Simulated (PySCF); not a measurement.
Excitations are Tamm–Dancoff values on a coarser integration grid. The basis has no diffuse functions, so Rydberg states are missing or too high.

Species: C$_{2}$H$_{7}$B, SMILES `CBC` (charge 0, multiplicity 1).

What LUMO, dipole moment, S1–T1 gap (TDA), S1 oscillator strength and S1 excitation (TDA) does PySCF with CAM-B3LYP-D3(BJ)/def2-TZVP give?


```json
{
  "LUMO": "0.52 eV",
  "dipole_moment": "0.41 D",
  "S1–T1 gap (TDA)": "0.61 eV",
  "S1 oscillator strength": "0.003",
  "S1 excitation (TDA)": "6.25 eV"
}
```
